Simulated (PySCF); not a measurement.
C₂H₄O₂, triplet, at a GFN2-xTB geometry (a higher spin typed on purpose: for a closed-shell molecule this is an excited state); CCSD(T)/6-31G run with PySCF.

The PySCF input:
```python
from pyscf import gto, scf, cc

mol = gto.M(
    atom='''
C    -1.29370611   -0.45495980    0.07134256
C     0.08819231    0.33727888    0.11862454
O     0.99930282   -0.36540853    0.85431055
O     0.29821376    0.79544544   -1.06284776
H    -2.03228451    0.19607021   -0.38031375
H    -1.19809768   -1.37897758   -0.49959502
H    -1.51107589   -0.65825986    1.11601260
H     1.59440817   -0.89304257    0.29239111
''',
    basis='6-31g',
    spin=2,
    verbose=4,
)

mf = scf.UHF(mol)
mf.kernel()

mycc = cc.CCSD(mf)
mycc.kernel()
et = mycc.ccsd_t()
print('E(CCSD(T)) = %.10f' % (mycc.e_tot + et))
mf.analyze()
```

What the program printed (banner, timings and long lists left out):

```
PySCF version 2.14.0

[INPUT] verbose = 4
[INPUT] num. atoms = 8
[INPUT] num. electrons = 32
[INPUT] charge = 0
[INPUT] spin (= nelec alpha-beta = 2S) = 2
[INPUT] symmetry False subgroup None
[INPUT] Mole.unit = angstrom
[INPUT] Symbol           X                Y                Z      unit          X                Y                Z       unit  Magmom
[...]
nuclear repulsion = 118.465002725853
number of shells = 28
number of NR pGTOs = 104
number of NR cGTOs = 44
basis = 6-31g
ecp = {}

******** <class 'pyscf.scf.uhf.UHF'> ********
method = UHF
initial guess = minao
damping factor = 0
level_shift factor = 0
DIIS = <class 'pyscf.scf.diis.CDIIS'>
diis_start_cycle = 1
diis_space = 8
diis_damp = 0
SCF conv_tol = 1e-09
SCF conv_tol_grad = None
SCF max_cycles = 50
direct_scf = True
direct_scf_tol = 1e-13
number electrons alpha = 17  beta = 15
Set gradient conv threshold to 3.16228e-05
init E= -228.071720012101

cycle= 1 E= -227.360521414147  delta_E= 0.711  |g|=  0.5  |ddm|= 2.12
cycle= 2 E= -227.46339356629  delta_E= -0.103  |g|= 0.422  |ddm|= 0.822
cycle= 3 E= -227.538237241848  delta_E= -0.0748  |g|= 0.0886  |ddm|= 0.413
cycle= 4 E= -227.557737595277  delta_E= -0.0195  |g|= 0.0708  |ddm|= 0.217
cycle= 5 E= -227.568196787311  delta_E= -0.0105  |g|= 0.0449  |ddm|= 0.154
cycle= 6 E= -227.575863881611  delta_E= -0.00767  |g|= 0.0216  |ddm|= 0.177
cycle= 7 E= -227.577397981835  delta_E= -0.00153  |g|= 0.0136  |ddm|= 0.0687
cycle= 8 E= -227.578079311066  delta_E= -0.000681  |g|= 0.007  |ddm|= 0.0546
cycle= 9 E= -227.578303265622  delta_E= -0.000224  |g|= 0.00317  |ddm|= 0.0336
cycle= 10 E= -227.578337811838  delta_E= -3.45e-05  |g|= 0.00152  |ddm|= 0.0121
cycle= 11 E= -227.578342876735  delta_E= -5.06e-06  |g|= 0.000757  |ddm|= 0.00547
cycle= 12 E= -227.578344076075  delta_E= -1.2e-06  |g|= 0.000328  |ddm|= 0.00246
cycle= 13 E= -227.578344427198  delta_E= -3.51e-07  |g|= 0.000233  |ddm|= 0.000975
cycle= 14 E= -227.57834465881  delta_E= -2.32e-07  |g|= 0.000173  |ddm|= 0.000761
cycle= 15 E= -227.578344862834  delta_E= -2.04e-07  |g|= 0.000143  |ddm|= 0.000739
cycle= 16 E= -227.578345045818  delta_E= -1.83e-07  |g|= 0.000115  |ddm|= 0.000806
cycle= 17 E= -227.578345211835  delta_E= -1.66e-07  |g|= 8.09e-05  |ddm|= 0.00101
cycle= 18 E= -227.578345315868  delta_E= -1.04e-07  |g|= 3.95e-05  |ddm|= 0.00121
cycle= 19 E= -227.578345327513  delta_E= -1.16e-08  |g|= 2.48e-05  |ddm|= 0.000368
cycle= 20 E= -227.578345330544  delta_E= -3.03e-09  |g|= 1.41e-05  |ddm|= 0.000161
cycle= 21 E= -227.578345331396  delta_E= -8.52e-10  |g|= 7.33e-06  |ddm|= 6.93e-05
Extra cycle  E= -227.578345331493  delta_E= -9.71e-11  |g|= 5.55e-06  |ddm|= 1.05e-05
converged SCF energy = -227.578345331493  <S^2> = 2.0105158  2S+1 = 3.0070023

******** <class 'pyscf.cc.uccsd.UCCSD'> ********
CC2 = 0
CCSD nocc = (np.int64(17), np.int64(15)), nmo = (44, 44)
max_cycle = 50
direct = 0
conv_tol = 1e-07
conv_tol_normt = 1e-06
diis_space = 6
diis_start_cycle = 0
diis_start_energy_diff = 1e+09
Init t2, MP2 energy = -0.371957567528552
Init E_corr(UCCSD) = -0.371957567562997
cycle = 1  E_corr(UCCSD) = -0.387132072614061  dE = -0.0151745051  norm(t1,t2) = 0.0920541
cycle = 2  E_corr(UCCSD) = -0.399552475195575  dE = -0.0124204026  norm(t1,t2) = 0.0341794
cycle = 3  E_corr(UCCSD) = -0.403720437961811  dE = -0.00416796277  norm(t1,t2) = 0.0237387
cycle = 4  E_corr(UCCSD) = -0.407478173369523  dE = -0.00375773541  norm(t1,t2) = 0.0131743
cycle = 5  E_corr(UCCSD) = -0.40728887274288  dE = 0.000189300627  norm(t1,t2) = 0.00741857
cycle = 6  E_corr(UCCSD) = -0.407264771326153  dE = 2.41014167e-05  norm(t1,t2) = 0.00362558
cycle = 7  E_corr(UCCSD) = -0.407413454972762  dE = -0.000148683647  norm(t1,t2) = 0.00262526
cycle = 8  E_corr(UCCSD) = -0.407460554693441  dE = -4.70997207e-05  norm(t1,t2) = 0.00173023
cycle = 9  E_corr(UCCSD) = -0.40746892418174  dE = -8.3694883e-06  norm(t1,t2) = 0.00117114
[...]
cycle = 19  E_corr(UCCSD) = -0.407462024449075  dE = 1.40414758e-07  norm(t1,t2) = 9.69312e-06
cycle = 20  E_corr(UCCSD) = -0.407462021010936  dE = 3.43813966e-09  norm(t1,t2) = 6.98803e-06
cycle = 21  E_corr(UCCSD) = -0.407462139160288  dE = -1.18149352e-07  norm(t1,t2) = 4.75691e-06
cycle = 22  E_corr(UCCSD) = -0.407462216176994  dE = -7.70167062e-08  norm(t1,t2) = 3.28012e-06
cycle = 23  E_corr(UCCSD) = -0.407462160162016  dE = 5.60149778e-08  norm(t1,t2) = 1.74397e-06
cycle = 24  E_corr(UCCSD) = -0.407462105485772  dE = 5.4676244e-08  norm(t1,t2) = 9.45378e-07
UCCSD converged
E(UCCSD) = -227.9858074369787  E_corr = -0.4074621054857722
UCCSD(T) correction = -0.00919451377040544
E(CCSD(T)) = -227.9950019507
**** SCF Summaries ****
Total Energy =                        -227.578345331492983
Nuclear Repulsion Energy =             118.465002725853239
One-electron Energy =                 -545.683264339738002
Two-electron Energy =                  199.639916282391766
Two-electron Coulomb Energy =          227.890821698658925
DFT Exchange-Correlation Energy =      -28.250905416267159
**** MO energy ****
                             alpha | beta                alpha | beta
[...]
To work with the spin densities directly, `use mulliken_meta_spin()` only printing them here.

 ** Mulliken spin pop alpha/beta on meta-lowdin orthogonal AOs **
 ** Mulliken Spin Density (per AO)  **
spin_pop of  0 C 1s       -0.00000
spin_pop of  0 C 2s        0.00983
spin_pop of  0 C 3s        0.00017
spin_pop of  0 C 2px       0.03127
spin_pop of  0 C 2py       0.00916
spin_pop of  0 C 2pz      -0.00375
spin_pop of  0 C 3px       0.00041
spin_pop of  0 C 3py       0.00028
spin_pop of  0 C 3pz       0.00011
spin_pop of  1 C 1s       -0.00000
spin_pop of  1 C 2s        0.14134
spin_pop of  1 C 3s        0.00187
spin_pop of  1 C 2px      -0.00765
spin_pop of  1 C 2py       0.43551
spin_pop of  1 C 2pz       0.21874
spin_pop of  1 C 3px       0.00127
spin_pop of  1 C 3py       0.00057
spin_pop of  1 C 3pz      -0.00003
spin_pop of  2 O 1s       -0.00000
spin_pop of  2 O 2s        0.01333
spin_pop of  2 O 3s        0.00089
spin_pop of  2 O 2px      -0.00361
spin_pop of  2 O 2py       0.02135
spin_pop of  2 O 2pz      -0.00038
spin_pop of  2 O 3px       0.00037
spin_pop of  2 O 3py       0.00021
spin_pop of  2 O 3pz      -0.00007
spin_pop of  3 O 1s       -0.00000
spin_pop of  3 O 2s        0.02348
spin_pop of  3 O 3s       -0.00030
spin_pop of  3 O 2px       0.86252
spin_pop of  3 O 2py       0.11972
spin_pop of  3 O 2pz       0.04578
spin_pop of  3 O 3px       0.00148
spin_pop of  3 O 3py       0.00117
spin_pop of  3 O 3pz       0.00090
spin_pop of  4 H 1s       -0.00392
spin_pop of  4 H 2s        0.00029
spin_pop of  5 H 1s        0.02723
spin_pop of  5 H 2s        0.00055
spin_pop of  6 H 1s        0.01059
spin_pop of  6 H 2s        0.00019
spin_pop of  7 H 1s        0.03904
spin_pop of  7 H 2s        0.00010
 ** Mulliken Spin Density (per atom)  **
spin density of  0 C =      0.04749
spin density of  1 C =      0.79162
spin density of  2 O =      0.03209
spin density of  3 O =      1.05474
spin density of  4 H =     -0.00363
spin density of  5 H =      0.02778
spin density of  6 H =      0.01077
spin density of  7 H =      0.03914
 ** Mulliken pop alpha/beta on meta-lowdin orthogonal AOs **
 ** Mulliken pop       alpha | beta **
In total            17.00000 | 15.00000
 ** Mulliken atomic charges   ( Nelec_alpha | Nelec_beta ) **
charge of  0C =     -0.30869  (     3.17809      3.13060 )
charge of  1C =      0.30205  (     3.24479      2.45316 )
charge of  2O =     -0.49821  (     4.26515      4.23306 )
charge of  3O =     -0.17372  (     4.61423      3.55949 )
charge of  4H =      0.11584  (     0.44026      0.44390 )
charge of  5H =      0.10637  (     0.46070      0.43292 )
charge of  6H =      0.13077  (     0.44000      0.42923 )
charge of  7H =      0.32559  (     0.35678      0.31764 )
Dipole moment(X, Y, Z, Debye): -0.12032, -1.62855, -0.82263
```
